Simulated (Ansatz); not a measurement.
Si₄⁺, relaxed as a quartet with UKS r2SCAN-D4/def2-TZVP in Ansatz, starting from the r2SCAN-D4/def2-TZVP geometry of the charge +1 doublet. Force threshold 0.02 eV/Å.

The relaxation made no stability test and no search for a lower SCF solution. At r2SCAN-D4/def2-TZVP a doublet of charge 1 lies 1.18 eV below the quartet, each at its own geometry. The structure comes from a short search, and lower isomers may exist.

Start:

Cartesian coordinates in Å:
```
Si -0.1573 -0.6779 -1.1226
Si -0.2914 1.5937 -0.9219
Si 0.1567 0.6782 1.1235
Si 0.2920 -1.5940 0.9210
```

Task: Estimate the energy that the relaxation releases and the steps that it takes.

Result: 0.39 eV, in 5 steps; 30 s on 4 threads of Arm Neoverse N1 on a shared host. No frequencies were taken in this run, so the end may be a saddle point.

Task: Does the start keep its bonding and symmetry?

Result: By distances, no bond broke or formed. The bond that changes most is Si1–Si3, from 2.64 to 2.35 Å (atoms count from 1). Point group D2h at the start, D2h at the end, both within 0.05 Å.

Task: Predict the relaxed structure.

Result: 
Cartesian coordinates in Å:
```
Si -0.140 -0.602 -0.997
Si -0.310 1.693 -0.979
Si 0.139 0.602 0.997
Si 0.310 -1.693 0.979
```
Bond lengths: 5 × Si–Si 2.30 to 2.35 Å.
